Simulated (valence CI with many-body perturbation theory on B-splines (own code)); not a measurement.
# E1 line list for Nd47+

Computed by relativistic CI+MBPT: three valence electrons over a frozen Dirac-Fock core [Ne], radial functions for each j: 11 s, 11 p, 9 d, 7 f, 5 g, 2 h, 1 i, with the one-electron correlation potential Σ1, the two-electron term Σ2, the three-electron term Σ3, Breit, model QED; selected CI, second order for the rest (own B-spline code, finite nucleus).

No measured spectrum was set against this ion. As an estimate, large intervals hold to a few tenths of a per cent, small ones and those within an open d or f shell to about a per cent.

Lines 101 to 150 of 275 in falling wavelength, among levels below 776.46 eV, chosen from the strongest by gf and those to the six lowest levels. Wavelengths and rates use the calculated energies. Electric multipoles are in the length gauge, E1 and E2 with the static RPA response of the core. Weak lines are less certain than strong ones. Lines between different terms over intervals too small for the method are left out, as are lines whose strength nearly cancels. The highest levels of a list are the least certain.

Levels are named by their leading jj configuration (3d3/2^4 stands for four electrons in 3d with j = 3/2), which in mixed levels can hold well under half, so a name can repeat and another be missing. Letters in brackets count levels of one name in rising energy.

```csv
λ vac (nm),Upper,Lower,A (s⁻¹),S (a.u.) with core polarisation,S without
5.631,(3s 3d3/2 3d5/2) J=5/2 [b],(3s 3p3/2 3d3/2) J=5/2 [a],7.00e+10,3.70e-02,3.76e-02
5.579,(3s 3d3/2 3d5/2) J=3/2 [b],(3s 3p3/2 3d3/2) J=3/2 [a],3.10e+10,1.06e-02,1.08e-02
5.551,(3s 3p1/2 3d5/2) J=5/2 [b],(3s 3p1/2 3p3/2) J=3/2 [a],7.95e+09,4.03e-03,4.10e-03
5.459,(3s 3p1/2 3d5/2) J=3/2,(3s 3p1/2 3p3/2) J=3/2 [a],4.94e+10,1.59e-02,1.62e-02
5.370,(3p1/2 3p3/2 3d3/2) J=5/2 [b],(3s 3p1/2 3d5/2) J=3/2,2.92e+10,1.34e-02,1.36e-02
5.307,(3s 3p1/2 3p3/2) J=3/2 [a],(3s^2 3p1/2) J=1/2,1.49e+09,4.40e-04,4.47e-04
5.300,(3s 3p3/2 3d5/2) J=3/2 [b],(3s 3p3/2^2) J=5/2,6.43e+10,1.89e-02,1.92e-02
5.253,(3s 3p3/2 3d5/2) J=5/2 [b],(3s 3p3/2^2) J=5/2,8.01e+10,3.44e-02,3.50e-02
5.159,(3p1/2 3p3/2 3d5/2) J=7/2 [a],(3s 3p1/2 3d5/2) J=5/2 [b],2.46e+10,1.34e-02,1.36e-02
5.121,(3s 3p3/2 3d5/2) J=5/2 [a],(3s^2 3d5/2) J=5/2,1.42e+11,5.66e-02,5.76e-02
5.045,(3p1/2 3p3/2 3d5/2) J=3/2 [a],(3s 3p1/2 3d5/2) J=3/2,1.72e+11,4.35e-02,4.42e-02
5.018,(3s 3p3/2^2) J=5/2,(3s^2 3p3/2) J=3/2,2.22e+11,8.32e-02,8.47e-02
4.997,(3p1/2 3p3/2^2) J=3/2,(3s 3p1/2 3p3/2) J=1/2,2.99e+11,7.36e-02,7.49e-02
4.980,(3p1/2 3p3/2 3d5/2) J=7/2 [a],(3s 3p1/2 3d5/2) J=7/2,2.51e+10,1.23e-02,1.25e-02
4.931,(3s 3p3/2 3d5/2) J=7/2 [a],(3s^2 3d5/2) J=5/2,8.27e+10,3.91e-02,3.98e-02
4.924,(3s 3p3/2 3d5/2) J=3/2 [a],(3s^2 3d5/2) J=5/2,6.32e+10,1.49e-02,1.51e-02
4.920,(3p1/2 3p3/2^2) J=5/2,(3s 3p1/2 3p3/2) J=3/2 [b],2.02e+11,7.11e-02,7.24e-02
4.913,(3p1/2 3p3/2 3d5/2) J=5/2 [a],(3s 3p1/2 3d5/2) J=5/2 [b],1.59e+11,5.58e-02,5.68e-02
4.885,(3p1/2 3p3/2 3d3/2) J=5/2 [a],(3s 3p1/2 3d3/2) J=5/2,7.60e+10,2.62e-02,2.67e-02
4.872,(3s 3p3/2 3d3/2) J=3/2 [b],(3s^2 3d3/2) J=3/2,1.86e+11,4.24e-02,4.32e-02
4.847,(3p1/2 3p3/2 3d5/2) J=9/2,(3s 3p1/2 3d5/2) J=7/2,1.61e+11,9.04e-02,9.21e-02
4.838,(3p1/2 3p3/2^2) J=3/2,(3s 3p1/2 3p3/2) J=3/2 [b],1.00e+11,2.24e-02,2.28e-02
4.815,(3p1/2 3p3/2 3d5/2) J=7/2 [a],(3s 3p1/2 3d5/2) J=5/2 [a],2.44e+11,1.07e-01,1.09e-01
4.771,(3p1/2 3p3/2 3d3/2) J=3/2 [a],(3s 3p1/2 3d3/2) J=5/2,9.17e+10,1.97e-02,2.00e-02
4.761,(3p1/2 3p3/2 3d3/2) J=3/2 [b],(3s 3p1/2 3d3/2) J=3/2 [b],4.74e+10,1.01e-02,1.03e-02
4.750,(3p1/2 3p3/2 3d5/2) J=5/2 [a],(3s 3p1/2 3d5/2) J=7/2,6.03e+10,1.91e-02,1.95e-02
4.747,(3p1/2 3p3/2 3d3/2) J=5/2 [b],(3s 3p1/2 3d3/2) J=3/2 [b],2.15e+11,6.80e-02,6.92e-02
4.736,(3p3/2^3) J=3/2,(3s 3p3/2^2) J=3/2,8.37e+11,1.75e-01,1.79e-01
4.728,(3p1/2 3p3/2 3d5/2) J=7/2 [b],(3s 3p1/2 3d5/2) J=5/2 [b],4.05e+10,1.69e-02,1.72e-02
4.720,(3p1/2 3p3/2 3d5/2) J=5/2 [b],(3s 3p1/2 3d5/2) J=3/2,3.01e+10,9.37e-03,9.56e-03
4.716,(3p1/2 3p3/2 3d3/2) J=3/2 [b],(3s 3p1/2 3d3/2) J=1/2,6.63e+10,1.37e-02,1.40e-02
4.707,(3p1/2 3p3/2 3d3/2) J=5/2 [a],(3s 3p1/2 3d3/2) J=3/2 [a],8.47e+10,2.62e-02,2.66e-02
4.698,(3p1/2 3p3/2 3d3/2) J=7/2,(3s 3p1/2 3d3/2) J=5/2,2.49e+11,1.02e-01,1.04e-01
4.693,(3s 3p1/2 3p3/2) J=3/2 [b],(3s^2 3p1/2) J=1/2,1.73e+11,3.53e-02,3.60e-02
4.685,(3p1/2^2 3p3/2) J=3/2,(3s 3p1/2^2) J=1/2,9.90e+10,2.01e-02,2.05e-02
4.683,(3s 3p3/2 3d5/2) J=7/2 [b],(3s^2 3d5/2) J=5/2,2.79e+11,1.13e-01,1.15e-01
4.658,(3p1/2 3p3/2^2) J=1/2,(3s 3p1/2 3p3/2) J=3/2 [b],3.82e+11,3.81e-02,3.88e-02
4.649,(3p1/2 3p3/2 3d5/2) J=3/2 [a],(3s 3p1/2 3d5/2) J=5/2 [a],9.74e+10,1.93e-02,1.97e-02
4.646,(3p1/2 3p3/2 3d3/2) J=1/2 [b],(3s 3p1/2 3d3/2) J=1/2,1.55e+11,1.54e-02,1.56e-02
4.642,(3p3/2^3) J=3/2,(3s 3p3/2^2) J=1/2,2.11e+11,4.17e-02,4.25e-02
4.606,(3p1/2 3p3/2 3d5/2) J=1/2,(3s 3p1/2 3d5/2) J=3/2,1.06e+11,1.02e-02,1.04e-02
4.603,(3p1/2 3p3/2^2) J=5/2,(3s 3p1/2 3p3/2) J=5/2,9.87e+10,2.85e-02,2.90e-02
4.601,(3p1/2 3p3/2 3d3/2) J=3/2 [a],(3s 3p1/2 3d3/2) J=3/2 [a],1.79e+11,3.44e-02,3.50e-02
4.596,(3s 3p3/2 3d3/2) J=5/2 [b],(3s^2 3d3/2) J=3/2,7.66e+11,2.20e-01,2.24e-01
4.577,(3p1/2 3p3/2 3d5/2) J=7/2 [b],(3s 3p1/2 3d5/2) J=7/2,7.19e+10,2.72e-02,2.77e-02
4.565,(3p1/2 3p3/2 3d3/2) J=1/2 [a],(3s 3p1/2 3d3/2) J=3/2 [a],3.58e+11,3.36e-02,3.42e-02
4.553,(3s 3p3/2 3d3/2) J=1/2 [b],(3s^2 3d3/2) J=3/2,6.56e+11,6.11e-02,6.22e-02
4.552,(3s 3p1/2 3p3/2) J=1/2,(3s^2 3p1/2) J=1/2,5.94e+11,5.53e-02,5.63e-02
4.544,(3s 3p3/2^2) J=1/2,(3s^2 3p3/2) J=3/2,4.25e+11,3.94e-02,4.01e-02
4.531,(3p1/2 3p3/2^2) J=3/2,(3s 3p1/2 3p3/2) J=5/2,4.59e+10,8.43e-03,8.58e-03
```
